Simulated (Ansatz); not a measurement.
Energy needed to pull apart AlBH$_{2}$ClF, singlet, into free ground-state atoms, from the structure below (at a frame of a short PBE0-D4/def2-SVP trajectory); no zero-point or spin–orbit terms; open-shell atoms are treated unrestricted, in their ground-state multiplicity.

F1  (-0.876, -2.203, 0.595)
B2  (-0.561, -1.043, 0.137)
Al3  (0.671, 0.601, 0.358)
Cl4  (-1.058, -0.436, -1.490)
H5  (0.718, 1.630, -0.862)
H6  (1.651, 1.068, 1.480)
(Å)

Ansatz 0.2.0; basis: def2-TZVPP; cores frozen in the correlated methods.

```json
{"method": "PBE-D4", "atomization energy (kcal/mol)": "446.6"}
{"method": "r2SCAN-D4", "atomization energy (kcal/mol)": "?"}
{"method": "PBE0-D4", "atomization energy (kcal/mol)": "438.2"}
{"method": "wB97M-V", "atomization energy (kcal/mol)": "442.0"}
{"method": "HF", "atomization energy (kcal/mol)": "?"}
{"method": "MP2", "atomization energy (kcal/mol)": "440.0"}
{"method": "CCSD", "atomization energy (kcal/mol)": "418.2"}
{"method": "CCSD(T)", "atomization energy (kcal/mol)": "425.9"}
```

Problem. What does HF give? (An estimate is asked for; the value comes from the calculation.)

Solution. The calculation gives: 328.9 kcal/mol, which is about 96.9 kcal/mol less than CCSD(T)/def2-TZVPP.

Problem. What does r2SCAN-D4 give? (Judge from chemistry; the value comes from the calculation.)

Solution. Computed: 444.2 kcal/mol, which is about 18.3 kcal/mol more than CCSD(T)/def2-TZVPP.

In triple zeta the MP2 and coupled-cluster atomization energies are still short of their basis limit by a few kcal/mol a bond, whereas those of the functionals are nearly converged, so these differences are not deviations from converged CCSD(T).

The T1 diagnostic stays at or below 0.014.

For scale, one of the runs: CCSD(T)/def2-TZVPP forces, 174 basis functions, launched by `ansatz run in.yaml --threads 2 --pin off --events-out ev --progress --plain --max-ram 3481MiB`. Hardware: 2 CPU threads of an Intel Xeon, shared host. Wall time 11 min; peak host memory 2.6 GiB.
